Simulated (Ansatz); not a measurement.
Molecule: ScBr$_{2}$, charge 1, multiplicity 1. The spin state was set by rule; other spins were not relaxed. 
Coordinates optimised at B3LYP-D3(BJ)/def2-TZVP (Ansatz, a first-principles code):
```
Sc
Br 1 2.3485
Br 1 2.3485 2 114.82
```
Charge +1, spin multiplicity 1.

Parts of the frozen-core correlation energy in 6-31G (Ansatz, hartree). Frozen orbitals: 37; correlated occupied orbitals by spin: 8 and 8; virtual: 42 and 42. Spin-orbit coupling is left out. No relativistic terms.

| term | value |
|---|---|
| reference (HF) | -5903.70197 |
| MP2 opposite-spin | ? |
| MP2 same-spin | -0.03723 |
| CCSD correlation | ? |
| (T) | ? |
| T1 diagnostic | 0.033 |
| largest doubles amplitude | 0.042 |

Q: Complete the blanks.

A: 
- MP2 opposite-spin, value: -0.09385
- CCSD correlation, value: -0.13826
- (T), value: -0.01350
